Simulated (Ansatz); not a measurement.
```yaml
crystal:
  periodic: [false, false, false]
  atoms:
    - {symbol: Sr, position_ang: [0.896132, 1.472828, -2.456240]}
    - {symbol: Sr, position_ang: [-0.938368, 2.145421, 0.363518]}
    - {symbol: Sr, position_ang: [1.817032, 4.856644, -0.585399]}
    - {symbol: Sr, position_ang: [-0.859664, -1.850917, -0.739786]}
    - {symbol: Sr, position_ang: [3.056370, 1.672414, 0.990414]}
    - {symbol: S, position_ang: [-1.813422, 0.419726, -1.881189]}
    - {symbol: S, position_ang: [3.430583, 2.752501, -1.556805]}
    - {symbol: S, position_ang: [1.132355, -0.106708, 0.168468]}
    - {symbol: S, position_ang: [1.206588, 3.575763, 1.855520]}
    - {symbol: S, position_ang: [-0.419305, 3.932627, -1.824103]}
basis:
  gaussian: {orbitals: def2-TZVPD, initial_orbitals: start.molden}
total_charge: -1
magnetization: {spin_polarized: true, initial_magnetization: 1}
hamiltonian: {xc: {name: wB97X-V}}
scf: {omitted_lower_state_checks: [starts]}
output: {forces: true, orbitals: {seedname: orbitals}}
```

The file start.molden holds the orbitals of an earlier run on this structure, at another level or in another basis.

```sh
$ ansatz run in.yaml --threads 4 --pin off --events-out ev --progress --plain --max-ram 6963MiB
```

Task: Does this run fit into the memory that it is given?

Result: No. It has 395 basis functions, and Ansatz plans for 10 GiB where 7 GiB are given.
